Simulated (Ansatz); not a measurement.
Molecule: dichloro-bis(ethenyl)silane, C$_{4}$H$_{6}$Cl$_{2}$Si, charge 0, multiplicity 1. 
Coordinates optimised at B3LYP-D3(BJ)/def2-TZVP (Ansatz, a first-principles code):
SMILES: C=C[Si](Cl)(Cl)C=C
```xyz
13

C      2.2342    -1.5473     0.2595
C      1.7331    -0.4035    -0.2015
Si    -0.0326     0.1063     0.0022
Cl    -0.2512     1.1986     1.7431
Cl    -0.5048     1.3705    -1.5631
C     -1.2415    -1.2909     0.0629
C     -1.0421    -2.4738    -0.5141
H      1.6238    -2.2739     0.7834
H      3.2810    -1.8040     0.1386
H      2.3949     0.2904    -0.7126
H     -2.1763    -1.1151     0.5884
H     -1.7848    -3.2632    -0.4734
H     -0.1325    -2.7034    -1.0568
```
Charge 0, spin multiplicity 1.

Dipole moments at this geometry, in debye (magnitudes).

| level | program | dipole (D) |
|---|---|---|
| PBE0/def2-TZVPD | Ansatz | 2.89 |
| BHLYP/def2-TZVPD | Ansatz | 2.99 |
| HSE06/def2-TZVPD | Ansatz | 2.88 |
| wB97M-V/def2-TZVPD | Ansatz | 2.87 |
| wB97X-V/def2-TZVPD | Ansatz | 2.94 |
| CCSD(T)/aug-cc-pV(D+d)Z | Ansatz | ? |

Question: Complete the blanks.

Answer: 
- CCSD(T)/aug-cc-pV(D+d)Z, dipole (D): 2.80
